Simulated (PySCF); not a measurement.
Si(H)2(Cl)(NH2) (ClH₄NSi), SMILES N[SiH2]Cl. Atoms are numbered in the order given.

```xyz
7

Si    -0.5608     0.4850     0.0000
N      0.5820     1.7485     0.0000
Cl     0.2525    -1.4183     0.0000
H     -1.3662     0.5780    -1.2324
H     -1.3662     0.5780     1.2324
H      1.1086     1.9627     0.8323
H      1.1086     1.9627    -0.8323
```
Charge 0, spin multiplicity 1.

Geometry optimised at ωB97X-D3(BJ)/def2-TZVP. One conformer was computed; it need not be the lowest.

Method: TDA-ωB97X/def2-SVPD (PySCF).

Vertical excitations. Isolated molecule, no solvent. State labels are in the subgroup Cs.

Computed lowest excited states:
```tsv
state	symmetry	energy (eV)	λ (nm)	f	main pairs
S1	A'	7.30	170	0.054	HOMO→LUMO 89 %
S2	A"	8.27	150	0.001	HOMO−1→LUMO 51 %, HOMO−1→LUMO+1 39 %
S3	A'	8.44	147	0.086	HOMO→LUMO+1 82 %
S4	A"	8.55	145	0.041	HOMO−1→LUMO+1 45 %, HOMO−1→LUMO 29 %, HOMO−1→LUMO+2 12 %
S5	A"	8.86	140	0.000	HOMO→LUMO+5 44 %, HOMO→LUMO+4 36 %, HOMO→LUMO+8 12 %
S6	A'	8.91	139	0.051	HOMO−2→LUMO+1 58 %, HOMO−2→LUMO 30 %
S7	A'	8.99	138	0.025	HOMO→LUMO+3 48 %, HOMO−2→LUMO 15 %, HOMO→LUMO+2 13 %
S8	A"	9.20	135	0.004	HOMO−1→LUMO+2 71 %
S9	A'	9.22	135	0.008	HOMO→LUMO+2 52 %, HOMO−2→LUMO 11 %, HOMO→LUMO+6 9 %
S10	A"	9.29	133	0.004	HOMO→LUMO+5 50 %, HOMO→LUMO+4 25 %, HOMO→LUMO+8 17 %
T1	A'	6.96	178	0	HOMO→LUMO 81 %
T2	A'	7.71	161	0	HOMO→LUMO+1 78 %
T3	A"	7.98	155	0	HOMO−1→LUMO+1 70 %, HOMO−1→LUMO 15 %
T4	A"	8.14	152	0	HOMO−1→LUMO 52 %, HOMO−1→LUMO+3 12 %, HOMO−1→LUMO+1 10 %, HOMO−1→LUMO+2 10 %
```
Triplets are in the Tamm–Dancoff approximation.
